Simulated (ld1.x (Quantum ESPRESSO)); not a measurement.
## nitrogen (N): one change to an ultrasoft potential, before and after

nitrogen (N), ultrasoft, made with ld1.x (Quantum ESPRESSO) 7.5 (LDA (PZ), scalar-relativistic). Core [He], reference 2s2 2p3. Waves: 2s (bound): rcut 0.60, rcutus 0.75 bohr; 2s channel at 1.1 Ry: rcut 0.60, rcutus 0.75 bohr; 2p (bound): rcut 1.90, rcutus 2.50 bohr; 2p channel at -0.05 Ry: rcut 1.90, rcutus 2.50 bohr; 3d channel at 0.45 Ry: rcut 1.85, rcutus 2.20 bohr. Local part: all-electron potential smoothed inside 1.10 bohr (lloc = -1). Core correction: Bessel-smoothed model core inside 0.65 bohr. Augmentation charge: built from norm-conserving waves at rcut, not smoothed further.

Change: all radii but the core radius scaled by about 1.05 (s 0.78, p 2.62, d 2.30 bohr, rcut 0.62/2.00/1.94); local potential all-electron potential smoothed inside 1.16 bohr (lloc = -1).

Cutoffs: the cutoffs (Ry, on a coarse ladder) from which the occupation-weighted sum of valence levels, in a spherical-Bessel basis at the reference potential, stays within 10 and 1 mRy of its value at 400 Ry; they do not see the model core or the augmentation charge, which bear on the density cutoff. Errors are all-electron minus pseudo energies relative to the spin-unpolarised reference configuration.

Q: How do hardness, ghosts and transferability respond?

A: The potential gets softer (60 Ry and 80 Ry → 55 Ry and 70 Ry); both files keep a bound ghost (s); of the 9 tests that both files solve, the error grows in 4 and shrinks in 2 by more than 15 % and 0.3 meV (median size 66.0 → 87.6 meV). A larger radius leaves more room for a smooth pseudo-wave, so fewer plane waves are needed.

```csv
quantity,base,changed
"cutoff, loose",60 Ry,55 Ry
"cutoff, tight",80 Ry,70 Ry
loose cutoff by channel (10 mRy a level),"s 55 Ry, p 8 Ry","s 50 Ry, p 10 Ry"
bound ghosts,s,s
"error for 2s2 2p2, meV [ΔE 13.73 eV]",+66,+88
"error for 2s2 2p1, meV [ΔE 42.70 eV]",+446,+993
"error for 2s2 2p0, meV [ΔE 89.87 eV]",+1399,+1673
"error for 2s0 2p5, meV [ΔE 22.45 eV]",+41,+39
"error for 2s2 2p2.5, meV [ΔE 5.17 eV]",+11,+2.4
"error for 2s1 2p4, meV [ΔE 11.20 eV]",+9.3,+8.6
"error for 2s1 2p0, meV [ΔE 167.34 eV]",+2247,+2686
"error for 2s2 2p3 (spin-polarised), meV [ΔE -2.89 eV]",+63,+33
"error for 2s2 2p2 (spin-polarised), meV [ΔE 12.04 eV]",+97,+101
lowest overlap eigenvalue by channel,"s 0.61, p 0.66, d 1.00","s 0.43, p 1.00, d 1.00"
```

 A true bound ghost makes a file unfit for plane-wave use even where its test errors are small: the radial tests pick states by their node count and pass the ghost by.
